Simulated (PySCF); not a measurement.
From one molecule to another.

First species: C8H8O2.
Cartesian coordinates in Å at the GFN2-xTB level; atoms count from 1:
```xyz
18
C8H8O2 angstrom
C     -4.1103    0.1376   -0.5419
C     -2.6363    0.1522   -0.7285
C     -1.7438   -0.0177    0.2520
C     -0.3262    0.0004    0.0405
C      0.5787   -0.1726    1.0234
C      1.9552   -0.1497    0.7891
C      3.1438   -0.1258    0.5619
C      4.5595   -0.1124    0.3706
O      5.3759   -0.2675    1.2443
O      4.8929    0.0966   -0.9166
H     -4.5386    1.0857   -0.8683
H     -4.3762   -0.0305    0.4988
H     -4.5570   -0.6474   -1.1525
H     -2.2899    0.3141   -1.7416
H     -2.0840   -0.1804    1.2668
H      0.0210    0.1648   -0.9714
H      0.2680   -0.3394    2.0473
H      5.8583    0.0983   -1.0055
```

Second species: C7H13OPSi.
Numbering: `[CH2:1]=[CH:2][CH2:3][C:4](=[CH2:5])[Si@@:6]1([PH2:7])[CH2:8][CH2:9][O:10]1` (hydrogens: H11, H12 on C1; H13 on C2; H14, H15 on C3; H16, H17 on C5; H18, H19 on P7; H20, H21 on C8; H22, H23 on C9)

Structure used (GFN2-xTB), in Å, numbered top down from 1:
```xyz
23
C7H13OPSi angstrom
C      2.3021    1.3791    0.4496
C      2.3234    0.1998   -0.1423
C      1.7610   -1.0480    0.4667
C      0.3980   -1.3040   -0.1139
C      0.1201   -2.3722   -0.8480
Si    -0.8842    0.0246    0.2899
P     -0.7466    0.6577    2.4499
C     -1.2034    1.4184   -0.9820
C     -2.5408    0.7107   -1.1711
O     -2.4231   -0.3571   -0.2333
H      1.8987    1.5016    1.4432
H      2.6891    2.2643   -0.0251
H      2.7213    0.0891   -1.1424
H      1.6616   -0.9076    1.5470
H      2.4198   -1.8980    0.2769
H     -0.8656   -2.5348   -1.2492
H      0.8609   -3.1269   -1.0674
H     -0.4309   -0.6147    2.8911
H     -2.0918    0.4751    2.7147
H     -0.5872    1.4342   -1.8734
H     -1.2972    2.4271   -0.5953
H     -2.6816    0.2912   -2.1680
H     -3.4082    1.3172   -0.9073
```

Levels: PBE0/pcSseg-1 for dipole moment, HOMO energy, LUMO energy and HOMO–LUMO gap; GFN2-xTB for rotational constant A and rotational constant C. Geometries: GFN2-xTB. Each species is one conformer at its optimised geometry, gas phase, non-relativistic unless stated. Electronic properties by PySCF.

Dipoles, sizes and rotational constants follow the conformer. The torsions of the flexible species, by atom-mapped SMILES:
- `[CH3:1]/[CH:2]=[CH:3]/[CH:4]=[CH:5]/[C:6]#[C:7][C:8](=[O:9])[OH:10]`: C2–C3–C4–C5 180°, H–O10–C8–C7 180°
- `[CH2:1]=[CH:2][CH2:3][C:4](=[CH2:5])[Si@@:6]1([PH2:7])[CH2:8][CH2:9][O:10]1`: C1–C2–C3–C4 100°, C2–C3–C4–C5 116°, C3–C4–Si6–P7 -43°, H–P7–Si6–C4 -36°, H–P7–Si6–C4 -128°

```
             property   column X   column Y
        dipole moment     4.66 D     1.45 D
          HOMO energy   -6.72 eV   -7.11 eV
          LUMO energy   -2.20 eV   -0.67 eV
        HOMO–LUMO gap    4.52 eV    6.44 eV
rotational constant A  6.604 GHz  1.127 GHz
rotational constant C  0.322 GHz  0.693 GHz
```

Problem. Which column belongs to which species?

Solution. Column X is the first species and column Y the second. The first has 18 atoms and 72 electrons, the second 23 and 92.

Problem. How does each property change from the first species to the second?

Solution. dipole moment -3.21 D; HOMO energy -0.39 eV; LUMO energy +1.53 eV; HOMO–LUMO gap +1.92 eV; rotational constant A -5.477 GHz; rotational constant C +0.371 GHz.

On the first: The dipole matches unit charges of opposite sign 0.97 Å apart (1 e·Å = 4.8032 D).

On the second: The dipole equals about 4.8 × 10⁻³⁰ C·m (1 D = 3.33564 × 10⁻³⁰ C·m).
